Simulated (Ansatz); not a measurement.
`CB(F)F` + `CB[SiH2]C` → `CBB(C)F` + `C[SiH2]F`  (redistribution)

Program: Ansatz. Geometries: PBE0-D4/def2-TZVP. ΔE: electronic, gas phase. CCSD(T)/CBS is the MP2 limit (def2-TZVPP, def2-QZVPP) plus CCSD(T) − MP2 in def2-TZVPP, frozen cores. Functionals use def2-TZVPP. Each species was taken in one conformer, which may not be the lowest.

```json
{"level": "PBE", "ΔE (kcal/mol)": "8.2"}
{"level": "r2SCAN", "ΔE (kcal/mol)": "7.5"}
{"level": "MP2/def2-QZVPP", "ΔE (kcal/mol)": "5.7"}
{"level": "SCS-MP2/def2-QZVPP", "ΔE (kcal/mol)": "4.9"}
```

(1) What does CCSD(T)/CBS give? (An estimate is asked.)

Largest T1 diagnostic among the species: 0.012.

## Answers

(1) The calculation gave: +6.2 kcal/mol. The listed levels differ from it by 2.0, 1.3, -0.5, -1.3 kcal/mol.

In def2-TZVPP, CCSD(T) changes the Hartree–Fock value by +2.3 kcal/mol (the triples alone add +0.5 kcal/mol) and MP2 by +1.4 kcal/mol.
